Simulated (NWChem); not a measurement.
System: AlAsH2F2; SMILES [AsH2][Al]([F])[F]

```xyz
6

Al    -0.0726     1.0659     0.0317
As    -0.1735    -1.3293     0.1569
H      0.4950    -1.4228    -1.2112
H     -1.5747    -1.2954    -0.4457
F     -1.3422     2.0166     0.5158
F      1.3005     1.8542    -0.4620
```
Atoms are numbered in this order, from 1.

Results from NWChem. Pople sets run with spherical d functions. The geometry was optimised at PBE0/def2-SVP. GIAO values for the isolated, static molecule; σ is the absolute isotropic shielding, δ = σ(reference) − σ with the isolated reference molecule computed at the same levels (19F: trichlorofluoromethane, 1H: tetramethylsilane).

Predict the results for B3LYP/6-31G*. Quantities: σ Al1 (ppm); σ As2 (ppm); δ H3 (ppm); δ F5 (ppm).


| Property | Result |
|---|---|
| σ Al1 (ppm) | 485.5 |
| σ As2 (ppm) | 2157.9 |
| δ H3 (ppm) | 1.36 |
| δ F5 (ppm) | -108.1 |
